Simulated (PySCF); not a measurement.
Relaxation of singlet OsOCl2

Level of theory: PySCF, B3LYP, basis Os def2-SVP with ECP60, O def2-SVP, Cl def2-SVP (scalar-relativistic core potentials, no spin–orbit coupling, density fitting). A (50,194) grid was used.

A hand-made trigonal planar start, of C2v symmetry, held to at least that symmetry:

```xyz
4
charge 0 multiplicity 1, angstrom
Os   -0.0937   -0.1622    0.0000
O    -0.9586   -1.6605    0.0000
Cl    2.1863   -0.1622    0.0000
Cl   -1.2337    1.8123    0.0000
```

Task: What does it relax to?

Result: It ends at C2v with Os–Cl 2.237 Å (×2), Os–O 1.641 Å; Cl–Os–Cl 112.6°, Cl–Os–O 123.7° (×2). The frequency run here used a shortcut that can spoil soft modes, so no verdict on minimum or saddle point is given. Other isomers or separated fragments may lie lower.

Task: How much energy is released, and in how many steps?

Result: 29.6 kJ/mol in 6 steps.

Spin–orbit coupling, left out here, can matter for elements this heavy.
